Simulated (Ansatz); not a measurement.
CH7B2NOSi, SMILES `B[SiH]1BN1CO`. Charge 0, multiplicity 1. The geometry is a stationary point of PBE0-D4/def2-TZVP. It is one conformer, not always the lowest.

```xyz
13

B     1.606   -2.112   -0.095
Si   -0.211   -1.431   -0.361
B    -1.040   -0.350    1.060
N    -0.499    0.291   -0.008
C    -0.306    1.620   -0.528
O    -0.823    2.606    0.306
H     2.431   -1.409    0.412
H     1.892   -3.252   -0.316
H    -1.049   -1.932   -1.483
H    -1.602   -0.101    2.075
H    -0.834    1.712   -1.481
H     0.767    1.759   -0.716
H    -0.333    2.598    1.134
```

Q: What is the dipole moment at ωB97M-V/def2-TZVPP? (An estimate is asked.)

A: Ansatz gave: 1.36 D, with components (1.25, 0.50, -0.21) D in this frame, pointing from negative to positive charge.

Q: And with PBE, r2SCAN, B3LYP? (Best estimate.)

A: The calculation gave: PBE 1.31 D, r2SCAN 1.29 D, B3LYP 1.25 D.

Q: Give the Mulliken charges with ωB97M-V, PBE, r2SCAN in def2-TZVPP. (Estimate.)

A: Computed: 
```json
{"atom": "B1", "ωB97M-V": "-0.18", "PBE": "-0.09", "r2SCAN": "-0.09"}
{"atom": "Si2", "ωB97M-V": "0.03", "PBE": "0.03", "r2SCAN": "0.14"}
{"atom": "B3", "ωB97M-V": "-0.17", "PBE": "-0.14", "r2SCAN": "-0.14"}
{"atom": "N4", "ωB97M-V": "-0.11", "PBE": "0.01", "r2SCAN": "-0.07"}
{"atom": "C5", "ωB97M-V": "0.05", "PBE": "0.04", "r2SCAN": "0.19"}
{"atom": "O6", "ωB97M-V": "-0.31", "PBE": "-0.29", "r2SCAN": "-0.35"}
{"atom": "H7", "ωB97M-V": "0.09", "PBE": "0.03", "r2SCAN": "0.02"}
{"atom": "H8", "ωB97M-V": "0.09", "PBE": "0.03", "r2SCAN": "0.02"}
{"atom": "H9", "ωB97M-V": "-0.02", "PBE": "-0.06", "r2SCAN": "-0.08"}
{"atom": "H10", "ωB97M-V": "0.12", "PBE": "0.05", "r2SCAN": "0.04"}
{"atom": "H11", "ωB97M-V": "0.11", "PBE": "0.09", "r2SCAN": "0.05"}
{"atom": "H12", "ωB97M-V": "0.12", "PBE": "0.10", "r2SCAN": "0.06"}
{"atom": "H13", "ωB97M-V": "0.18", "PBE": "0.19", "r2SCAN": "0.20"}
```

B3LYP here is the variant with VWN-RPA as its local correlation; programs differ in this.
